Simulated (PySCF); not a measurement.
A GIAO shielding run with PySCF 2.14 (density fitting, non-relativistic, gas phase) on `CCC[SiH]([SiH3])[SiH3]`, C3H14Si3:

```
{"job": {"kind": "nmr", "xc": "OPBE", "basis": "pcSseg-1", "pop": false}, "charge": 0, "multiplicity": 1}
C     -1.802929     0.165098     0.905275
C     -1.756643    -0.634475    -0.387160
C     -0.918348     0.008664    -1.491068
Si     0.915774     0.309910    -1.080760
Si     1.280057     2.163489     0.321737
Si     1.868565    -1.572113    -0.052666
H     -2.475307    -0.298957     1.642451
H     -2.158893     1.193278     0.728877
H     -0.808567     0.235525     1.376661
H     -2.784504    -0.783732    -0.760546
H     -1.369866    -1.647687    -0.176054
H     -1.355132     0.977124    -1.793668
H     -0.929410    -0.625676    -2.393887
H      1.653704     0.575304    -2.359471
H      1.211170     1.769469     1.764308
H      2.632555     2.751001     0.066565
H      0.249320     3.222885     0.079077
H      1.628836    -2.815901    -0.851357
H      3.344223    -1.383169     0.105722
H      1.274726    -1.770168     1.307674
```

Hardware: 1 thread of an Arm Neoverse V1, shared host.

(1) How large is the calculation?

(2) How long does it take?

(3) And these other runs on the same molecule and hardware: GIAO shielding at BLYP/pcSseg-1; GIAO shielding at BP86/pcSseg-1; GIAO shielding at HF/pcSseg-1; GIAO shielding at LDA/pcSseg-1; GIAO shielding at PBE/pcSseg-1; GIAO shielding at B97-2/pcSseg-1?

Results:

(1) 74 electrons, 193 basis functions and 1072 auxiliary functions.

(2) 41 s of wall time, with 14 SCF cycles. Times on a shared host scatter by some tens of per cent.

(3) BLYP/pcSseg-1: 193 functions, 41 s; BP86/pcSseg-1: 193 functions, 39 s; HF/pcSseg-1: 193 functions, 15 s; LDA/pcSseg-1: 193 functions, 32 s; PBE/pcSseg-1: 193 functions, 41 s; B97-2/pcSseg-1: 193 functions, 48 s.
